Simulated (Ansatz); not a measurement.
C$_{2}$H$_{2}$AlClS. Charge 0, multiplicity 1. The bonds changed during the relaxation, so this is another structure than the one it started from.

Z-matrix (Å, degrees):
```
C
C 1 1.322
Al 1 1.864 2 164.1
S 1 1.868 2 126.7 3 180.0
H 2 1.087 1 122.8 3 -180.0
H 2 1.085 1 119.9 3 0.0
Cl 3 2.065 1 156.0 2 0.0
```

Question: Give the diagnostics of a CCSD(T)/def2-TZVPP run (frozen core, Ansatz). (Estimate.)

Answer: The calculation gave: T1 = 0.0137, largest single amplitude 0.026, largest double 0.049, (T) share of the correlation energy 5.0 %, 11 CCSD cycles. The RHF solution is unstable towards an unrestricted one. T1 lies under the customary mark of 0.02 for closed shells.
